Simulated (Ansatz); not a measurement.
Compare A (`[SiH3]CO[SiH2]Cl`) with its isomer B (`C[Si](O)([SiH3])Cl`).

Program: Ansatz. Geometries: PBE0-D4/def2-TZVP. ΔE: electronic, gas phase. CCSD(T)/CBS is the MP2 limit (def2-TZVPP, def2-QZVPP) plus CCSD(T) − MP2 in def2-TZVPP, frozen cores. Functionals use def2-TZVPP. B3LYP here is the variant with VWN-RPA as its local correlation; programs differ in this. One conformer a species, not always the lowest.

**Question.** Which isomer does CCSD(T)/CBS put lower? Give the gap. (An estimate is asked.)

**Answer.** Ansatz gave: B, by 28.7 kcal/mol.

**Question.** Give E(B) − E(A) in kcal/mol with HF/def2-TZVPP, B2PLYP, MP2/def2-TZVPP, ωB97M-V, CCSD/def2-TZVPP, B3LYP-D4, CCSD(T)/def2-TZVPP. (Estimate.)

**Answer.** Ansatz gave: HF/def2-TZVPP -23.0, B2PLYP -27.0, MP2/def2-TZVPP -28.4, ωB97M-V -27.5, CCSD/def2-TZVPP -27.2, B3LYP-D4 -27.5, CCSD(T)/def2-TZVPP -27.7. None reverses the order clearly.

Largest T1 diagnostic: 0.011.

In def2-TZVPP, CCSD(T) changes the Hartree–Fock value by −4.7 kcal/mol (the triples alone add −0.5 kcal/mol) and MP2 by −5.4 kcal/mol. The D4 term adds −1.0 kcal/mol with B3LYP and −0.6 kcal/mol with PBE0; it sums over pairs of atoms, weighted by their polarisabilities, and B3LYP, whose exchange is more repulsive, gets the larger term.
